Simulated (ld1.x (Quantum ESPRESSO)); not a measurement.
**manganese (Mn): variants of one TM potential**

Base potential:

```json
{
  "Element": "manganese (Mn)",
  "Generator": "ld1.x (Quantum ESPRESSO) 7.5",
  "Type": "norm-conserving Troullier–Martins (Kleinman–Bylander form)",
  "Functional": "PBE",
  "Relativity": "scalar-relativistic",
  "Frozen core": "[Ne]",
  "Valence charge": "15",
  "Reference configuration": "3s2 3p6 3d5 4s2 4p0",
  "Partial waves": "3p (bound): rc 1.00 bohr; 3d (bound): rc 1.80 bohr; 4f channel at 0.1 Ry: rc 1.40 bohr; 3s (bound): rc 0.90 bohr",
  "Local potential": "the s channel",
  "Core correction": "Bessel-smoothed model core, default radius (core density twice the valence density)"
}
```

Occupied shells without a wave of their own: 4s. They enter only through the test configuration that unscreens the potential, and ld1.x also counts them in the model core charge.

All-electron outer shells of the reference configuration (PBE, scalar-relativistic, ld1.x):

```
shell  level (eV)  outermost node (bohr)  outermost maximum (bohr)
   2s     -743.95                   0.08                      0.23
   2p     -630.19                      –                      0.19
   3s      -85.88                   0.34                      0.74
   3p      -54.59                   0.31                      0.75
   3d       -6.77                      –                      0.76
   4s       -5.11                   1.05                      2.51
   4p       -1.37                   1.16                      3.43
```

Cutoffs, loose and tight: the cutoffs (Ry, on a coarse ladder) from which the occupation-weighted sum of valence levels, in a spherical-Bessel basis at the reference potential, stays within 10 and 1 mRy of its value at 400 Ry. They do not see the model core or the augmentation charge, which bear on the density cutoff. Test errors are all-electron minus pseudo excitation energies from the reference, over the configurations 3s2 3p6 3d5 4s1 4p0; 3s2 3p6 3d5 4s0 4p0; 3s2 3p6 3d4 4s0 4p0; 3s2 3p6 3d5 4s1.5 4p0; 3s2 3p6 3d5 4s1 4p1; 3s2 3p6 3d4 4s2 4p0; 3s2 3p6 3d3 4s0 4p0. A dash means not determined; rows that change the core or the reference have their own tests.

With those shells counted twice in exchange and correlation these files are broken, and their errors move erratically; no question is asked of them.

```tsv
change	outcome	cutoff, loose	cutoff, tight	bound ghosts	largest test error (meV)
base	generated	160 Ry	300 Ry	none	-1288
wave 3d (bound): rc 1.80 bohr becomes 3d (bound): rc 1.14 bohr	generated	180 Ry	300 Ry	none	-1581
wave 3d (bound): rc 1.80 bohr becomes 3d (bound): rc 1.54 bohr	generated	160 Ry	300 Ry	none	-1462
wave 3d (bound): rc 1.80 bohr becomes 3d (bound): rc 2.04 bohr	generated	160 Ry	300 Ry	none	-1223
wave 3d (bound): rc 1.80 bohr becomes 3d (bound): rc 2.30 bohr	generated	160 Ry	300 Ry	none	-1176
wave 3d (bound): rc 1.80 bohr becomes 3d (bound): rc 2.70 bohr	generated	160 Ry	300 Ry	none	-1054
```

Reading the sweep of the d radius (base included, trends over the rows without a ghost): The loose cutoff stays near 160 Ry. The median size of the test errors (rows with all tests solved) stays near 230.3 meV.
